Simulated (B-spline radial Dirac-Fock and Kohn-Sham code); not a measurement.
Calculated with an atomic code on a B-spline grid, using Dirac-Fock (average of configuration) total-energy differences with a finite nucleus, the Breit interaction including its frequency dependence, and self-energy and vacuum-polarisation corrections. No correlation.

Question: An atom or ion in its tabulated ground configuration has these computed binding energies (the last is its least bound level). Which is it?

| level | binding energy (eV) |
| --- | --- |
| K | 78728.6 |
| L2 | 13607.2 |
| L3 | 11897.2 |
| M1 | 3630.4 |
| N4 | 652.7 |
| N5 | 635.7 |
| O2,3 | 337.0 |

Answer: Pt¹⁵⁺: Z = 78 with 63 electrons, [Kr] 4d10 4f14 5s2 5p1. The hydrogen-like estimate √(E/Ry) = 76.1 for the K level lies 1.9 below Z (screening lowers it, relativity raises it); the outermost level, at 337.0 eV, fixes the charge.
